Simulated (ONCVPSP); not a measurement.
Pb: one change to an ONCV potential, before and after

ONCVPSP 4.0.1 input, shortened (lines: element, Z, core and valence counts, functional; n l f; lmax; l rc ep ncon nbas qcut; lloc lpopt rc5 dvloc0; l nproj debl; icmod fcfact rcfact), PW91, scalar-relativistic:

```
  Pb 82.00   10    5  -109134      upf
    1    0    2.00
    2    0    2.00
    2    1    6.00
    3    0    2.00
    3    1    6.00
    3    2   10.00
    4    0    2.00
    4    1    6.00
    4    2   10.00
    4    3   14.00
    5    0    2.00
    5    1    6.00
    5    2   10.00
    6    0    2.00
    6    1    2.00
    3
    0    1.55    0.00    4    9    8.70
    1    1.85    0.00    4    7    5.80
    2    1.30    0.00    4    8    8.10
    3    1.60    0.18    4    7    6.50
    2    5    1.30    0.00
    0    2    0.40
    1    2    1.70
    2    0    1.50
    3    3    2.20
    2    0.35    1.15
```

All-electron outer shells of the reference configuration (PW91, scalar-relativistic, ld1.x):

```json
{"shell": "4d", "level (eV)": "-402.17", "outermost node (bohr)": "0.19", "outermost maximum (bohr)": "0.39"}
{"shell": "5s", "level (eV)": "-144.25", "outermost node (bohr)": "0.45", "outermost maximum (bohr)": "0.79"}
{"shell": "4f", "level (eV)": "-132.99", "outermost node (bohr)": "–", "outermost maximum (bohr)": "0.35"}
{"shell": "5p", "level (eV)": "-85.88", "outermost node (bohr)": "0.49", "outermost maximum (bohr)": "0.88"}
{"shell": "5d", "level (eV)": "-21.21", "outermost node (bohr)": "0.52", "outermost maximum (bohr)": "1.07"}
{"shell": "6s", "level (eV)": "-12.11", "outermost node (bohr)": "1.01", "outermost maximum (bohr)": "1.95"}
{"shell": "6p", "level (eV)": "-3.54", "outermost node (bohr)": "1.18", "outermost maximum (bohr)": "2.63"}
```

Change: all radii but the core radius scaled by about 1.21 (s 1.88, p 2.24, d 1.58, f 1.94 bohr).

Cutoffs: the cutoffs (Ha) at which the residual kinetic energy of the hardest occupied pseudo-wave falls to 1 and 0.1 mHa per electron; they do not see the model core or the augmentation charge, which bear on the density cutoff. Errors are all-electron minus pseudo energies relative to the spin-unpolarised reference configuration.

What does the change do?

The potential gets softer (26 Ha and 37 Ha → 25 Ha and 29 Ha); the bound ghost in f disappears; of the 4 tests that both files solve, the error grows in 1 and shrinks in 0 by more than 15 % and 0.3 meV (median size 6.5 → 7.3 meV). A larger radius leaves more room for a smooth pseudo-wave, so fewer plane waves are needed.

```csv
quantity,base,changed
"cutoff, loose",26 Ha,25 Ha
"cutoff, tight",37 Ha,29 Ha
loose cutoff by channel,"s 26 Ha, p 16 Ha, d 25 Ha","s 21 Ha, p 14 Ha, d 25 Ha"
bound ghosts,f,none
GHOST(+) flags under 300 eV,none,none
"error for 5s2 5p6 5d10 6s2 6p1, meV [ΔE 6.63 eV]",-3.0,-3.0
"error for 5s2 5p6 5d10 6s2 6p0, meV [ΔE 20.15 eV]",-9.8,-9.6
"error for 5s2 5p6 5d10 6s1 6p0, meV [ΔE 52.67 eV]",-29,-32
"error for 5s2 5p6 5d10 6s1 6p3, meV [ΔE 8.76 eV]",-3.1,-5.1
"rms error of d²Exc/dni dnj with the model core, mHa",1.07,1.65
```

 A true bound ghost makes a file unfit for plane-wave use even where its test errors are small: the radial tests pick states by their node count and pass the ghost by.
